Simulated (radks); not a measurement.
Results of a calculation; reference values are marked as such.
Se5+, 29 electrons, occupied as [Ar] 3d10 4s1. Level of theory: scalar-relativistic Kohn-Sham, LB94 model potential, spin-polarised, spherical densities, finite nucleus; open shells are filled with parallel spins first; Fermi nuclear charge, rms radius 4.14 fm (a radial shooting solver on a logarithmic mesh with Libxc functionals).

Radial electron density D(r) = 4 pi r^2 rho(r):

```
   r/bohr * D(r) (the largest magnitude, 49.7, reaches the edge; | marks zero)
  0.00539 |        *
 0.006176 |          *
 0.007019 |            *
 0.007978 |              *
 0.009067 |                 *
  0.01039 |                     *
  0.01181 |                        *
  0.01342 |                            *
  0.01525 |                                *
  0.01747 |                                    *
  0.01986 |                                        *
  0.02257 |                                          *
  0.02565 |                                            *
  0.02916 |                                              *
   0.0334 |                                             *
  0.03796 |                                            *
  0.04315 |                                          *
  0.04904 |                                        *
  0.05618 |                                      *
  0.06386 |                                     *
  0.07258 |                                      *
  0.08249 |                                        *
   0.0945 |                                            *
   0.1074 |                                                 *
   0.1221 |                                                     *
   0.1387 |                                                      *
    0.159 |                                                    *
   0.1807 |                                               *
   0.2053 |                                         *
   0.2334 |                                  *
   0.2674 |                              *
   0.3039 |                            *
   0.3454 |                              *
   0.3925 |                                 *
   0.4461 |                                   *
   0.5111 |                                  *
   0.5809 |                               *
   0.6603 |                          *
   0.7504 |                   *
   0.8597 |             *
   0.9771 |        *
    1.111 |    *
    1.262 |  *
    1.446 | *
    1.644 |*
    1.868 |*
    2.123 *
    2.432 *
    2.765 *
    3.142 *
    3.571 *
    4.091 *
```

D(r) has 3 maxima, at r = 0.0308, 0.139, 0.472 bohr, and minima at 0.0644, 0.299 bohr, inside which lie 2.07, 11.08 electrons.
